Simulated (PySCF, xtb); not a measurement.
B(Cl)(F)(OAc) (C₂H₃BClFO₂), SMILES CC(=O)OB(F)Cl. The values are those of a single conformer.

Harmonic wavenumbers (cm⁻¹) from GFN2-xTB run with xtb at its own minimum, in rising order: 26, 75, 105, 116, 278, 336, 393, 482, 565, 572, 640, 892, 989, 1003, 1098, 1136, 1261, 1361, 1427, 1431, 1823, 3031, 3041, 3073.

### Question
What does ωB97X-D3(BJ)/def2-SVP (PySCF) give at its own minimum? (The exact figures need the calculation; the answer reports its results.)

### Answer
44, 83, 123, 141, 317, 374, 430, 568, 599, 634, 690, 938, 1017, 1063, 1246, 1274, 1403, 1433, 1447, 1457, 1940, 3090, 3184, 3227. Paired by order, the mean absolute difference is 65 cm⁻¹ and the zero-point energies are 36.0 and 38.2 kcal/mol.
